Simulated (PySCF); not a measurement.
Polarisability and C₆ of Ta (tantalum, neutral)

[Xe] 4f14 5d5, high-spin 6S determinant (an excited configuration). Computed with PySCF 2.14 in x2c-TZVPPall with one added diffuse shell each of s, p, d, f type (12s8p8d4f1g, 113 functions), with scalar relativity by spin-free X2C-1e. Coupled (time-dependent) response in atomic units; α is the mean over directions.

```
method  mean α (bohr³)  C₆ (like pair)  S(−4)
   PBE           118.9            1054  28870
```

S(−4) is the Cauchy moment in α(ω) = α(0) + S(−4) ω² + …

α(iu) at PBE:

```csv
u (hartree),α(iu) (bohr³)
0,118.9
0.0500,79.88
0.100,51.79
0.200,31.95
0.300,22.78
0.500,13.60
0.750,8.577
1.00,6.056
1.50,3.585
2.00,2.399
3.00,1.294
5.00,0.5469
```

A single London oscillator, α(iu) = α/(1 + u²/ω²), gives C₆ = (3/4) ω α². Matching the computed C₆ needs ω = 4 × 1054 / (3 × 118.9²) = 0.0994 hartree.

Spin-orbit coupling, which splits the p, d and f shells strongly at this Z, is absent.
